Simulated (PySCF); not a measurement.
Zn(H)(Cl), SMILES [Cl][ZnH] (HClZn), B3LYP/def2-SVP optimised geometry.

```
3

Zn     0.30     0.00     0.00
H      1.82     0.00     0.00
Cl    -1.82     0.00     0.00
```

Density from PySCF with B3LYP/def2-TZVP at that geometry.

Minimum of the electron density along straight lines between bonded atoms, close to the bond critical point (lines longer than 1.1 times the sum of covalent radii, or with two minima, are not listed):

| bond | length / Å | ρ at the minimum / e bohr⁻³ | ∇²ρ there / e bohr⁻⁵ | position (fraction from the first atom) |
|---|---|---|---|---|
| Zn1–H2 | 1.525 | 0.119 | 0.14 | 0.62 |
| Zn1–Cl3 | 2.121 | 0.096 | 0.31 | 0.45 |
